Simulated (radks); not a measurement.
Species: P I. Configuration: [Ne] 3s2 3p3. Calculated with a radial shooting solver on a logarithmic mesh with Libxc functionals: scalar-relativistic Kohn-Sham, PBEsol, spin-polarised, spherical densities, finite nucleus; open shells are filled with parallel spins first; Fermi nuclear charge, rms radius 3.1889 fm; hard spherical wall at 5 bohr. Some entries of the table are withheld. Estimate them.

orbital  occ.  eigenvalue (hartree)  r(max) (bohr)
1s up       1             -76.34882        0.06772
1s down     1             -76.33640        0.06772
2s up       1              -6.28722         0.4194
2s down     1              -6.27445         0.4196
2p up       3              -4.47942         0.3541
2p down     3              -4.46199         0.3545
3s up       1              -0.49002          1.586
3s down     1              -0.38443          1.577
3p up       3              -0.16982          1.833
3p down     0              -0.06700          1.839
3d up       0               0.24697          2.539
3d down     0               0.33850          2.657
4s up       0               0.38606            (1)
4s down     0               0.45202            (2)
4p up       0                   (3)          3.617
4p down     0                   (4)          3.650

Answer. 
(1) 4s up r(max) (bohr): 3.464
(2) 4s down r(max) (bohr): 3.501
(3) 4p up eigenvalue (hartree): 0.58269
(4) 4p down eigenvalue (hartree): 0.64953
